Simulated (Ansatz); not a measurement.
(NaOH)2 ring (Na₂O₂H₂): single points at one geometry.

```yaml
crystal:
  periodic: [false, false, false]
  atoms:
    - {symbol: Na, position_ang: [0.675923, -0.975761, -0.769698]}
    - {symbol: O, position_ang: [1.385231, 0.563966, 0.501573]}
    - {symbol: Na, position_ang: [-0.675925, 0.975877, 0.769567]}
    - {symbol: O, position_ang: [-1.385228, -0.563807, -0.501759]}
    - {symbol: H, position_ang: [2.225128, 0.905997, 0.806216]}
    - {symbol: H, position_ang: [-2.225129, -0.906282, -0.805889]}
basis:
  gaussian: {orbitals: def2-TZVP, initial_orbitals: start.molden}
correlation: {method: mp2}
scf: {omitted_lower_state_checks: [starts]}
output: {orbitals: {seedname: orbitals}}
```

The file start.molden holds the orbitals of an earlier run on this structure, at another level or in another basis.

```sh
$ ansatz run in.yaml --threads 4 --pin off --events-out ev --progress --plain --max-ram 3916MiB
```

It prints (some lines left out):

```
Functional definition: HF
1078 factors; integrals over basis functions are off by at most 1.1e-3 eV
mean field evaluation 1: about -12918.4927 eV, gradient 2.3e1 eV
mean field evaluation 2: about -12918.8986 eV, gradient 6.0e-1 eV
mean field evaluation 4: about -12918.9353 eV, gradient 1.0e-2 eV
mean field evaluation 8: about -12918.9353 eV, gradient 1.9e-6 eV
mean field -12918.93526365 eV, -474.7621141702 hartree, gradient 1.8e-6 eV, S^2 0.000000; 0 other end points of the search recorded, 0 dependent functions left out
4 core orbitals not correlated: weight in the atoms' cores, before any rotation towards them, 1.000 or more for the frozen orbitals, at most 0.000 for the correlated occupied ones
reference -12918.93526365 eV, -474.7621141702 hartree; 16, 16 occupied and 118, 118 virtual orbitals, 1078 factors
second order -23.38095695 eV of doubles, -0.00000000 eV of singles
Total energy: -12942.31622059 eV, -475.6213484898 hartree
Checks for a lower state left out: starts
```

Run time 1.6 s (4 threads of Intel Xeon on a shared host).

As the first input, with `hamiltonian: {xc: pbe0, dispersion: d4}` and without the key `correlation` (abridged; 2.3 s):

```
Functional definition: PBE0
mean field -12953.88920927 eV, -476.0466479791 hartree, gradient 1.7e-5 eV, S^2 0.000000
Total energy: -12953.95380218 eV, -476.0490217249 hartree
Checks for a lower state left out: starts
```

The first input with `hamiltonian: {xc: hse06, dispersion: d4}` and without the key `correlation` (abridged; 1.9 s):

```
Functional definition: HSE06
mean field -12953.42325947 eV, -476.0295246399 hartree, gradient 5.1e-5 eV, S^2 0.000000
Total energy: -12953.48443769 eV, -476.0317728979 hartree
Checks for a lower state left out: starts
```

First input, but with `gaussian: {orbitals: def2-SVP, initial_orbitals: start.molden}`, `hamiltonian: {xc: pbe0, dispersion: d4}` and without the key `correlation` (abridged; 1.1 s):

```
Functional definition: PBE0
mean field -12945.53901583 eV, -475.7397840303 hartree, gradient 3.5e-5 eV, S^2 0.000000
Total energy: -12945.60358776 eV, -475.7421570050 hartree
Checks for a lower state left out: starts
```

The first input with `gaussian: {orbitals: def2-TZVPD, initial_orbitals: start.molden}`, `hamiltonian: {xc: pbe, dispersion: d4}` and without the key `correlation` (abridged; 2 s):

```
Functional definition: PBE
mean field -12953.40992516 eV, -476.0290346130 hartree, gradient 5.4e-5 eV, S^2 0.000000
Total energy: -12953.48648815 eV, -476.0318482509 hartree
Checks for a lower state left out: starts
```

The first input with `hamiltonian: {xc: pbe}`, `correlation: {method: rpa}` and without the key `output` (abridged; 2.7 s):

```
Functional definition: PBE
mean field -12953.24158001 eV, -476.0228480428 hartree, gradient 1.3e-6 eV, S^2 0.000000
4 core orbitals not correlated: weight in the atoms' cores, before any rotation towards them, 1.000 or more for the frozen orbitals, at most 0.000 for the correlated occupied ones
Total energy: -12952.77929362 eV, -476.0058593315 hartree
Checks for a lower state left out: starts
```

As the first input, with `hamiltonian: {xc: {name: BHLYP}, dispersion: d4}` and without the key `correlation` (abridged; 1.8 s):

```
Functional definition: BHLYP
mean field -12961.38393710 eV, -476.3220741467 hartree, gradient 1.1e-5 eV, S^2 0.000000
Total energy: -12961.49786915 eV, -476.3262610723 hartree
Checks for a lower state left out: starts
```

Geometry: r2SCAN-D4/def2-TZVP.

HSE06 is defined as in plane-wave codes, on full-range PBE exchange. Correlated methods freeze 4 core orbitals; core or outer-core shells of Na are correlated, in sets that lack core-valence functions.
